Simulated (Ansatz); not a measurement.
`S[Si@@H]1O[C@H]1Br` and `[SiH3][Si@H]1O[C@@H]1Br` differ in one atom or group (the configuration at a centre changes too).

Ansatz, PBE0-D4/def2-TZVP geometries, multiplicity 1. Each molecule was computed in one conformer, which needn't be the lowest.

Scalar relativity is left out up to krypton. Spin–orbit coupling is left out; it splits and shifts lone-pair levels of the heavy atoms by tenths of an eV.

| property | `S[Si@@H]1O[C@H]1Br` |
| --- | --- |
| HOMO–LUMO gap (PBE0/def2-TZVPP) / eV | 6.54 |
| HOMO–LUMO gap (B3LYP/def2-TZVPP) / eV | 6.11 |
| size of the dipole moment (PBE/def2-TZVPP) / D | 2.93 |
| LUMO energy (B3LYP/def2-TZVPP) / eV | -0.94 |
| zero-point energy (PBE0-D4/def2-TZVP) / kJ/mol | 103.5 |
| HOMO–LUMO gap (PBE/def2-TZVPP) / eV | 4.48 |

Give the same properties after the change, and the shifts. (Estimate.)

The calculation gave: 
```
                                      property  `[SiH3][Si@H]1O[C@@H]1Br`  shift
          HOMO–LUMO gap (PBE0/def2-TZVPP) / eV                       5.73  -0.81
         HOMO–LUMO gap (B3LYP/def2-TZVPP) / eV                       5.33  -0.78
size of the dipole moment (PBE/def2-TZVPP) / D                       2.94   0.01
           LUMO energy (B3LYP/def2-TZVPP) / eV                      -1.68  -0.74
zero-point energy (PBE0-D4/def2-TZVP) / kJ/mol                      143.1   39.6
           HOMO–LUMO gap (PBE/def2-TZVPP) / eV                       3.77  -0.71
```

The zero-point energy changes by 39.6 kJ/mol with +6 modes. Dipoles are sizes alone; their direction can turn.

Positive LUMOs are unbound, so they and the gaps depend on the basis.

B3LYP here is the variant with VWN-RPA as its local correlation; programs differ in this.
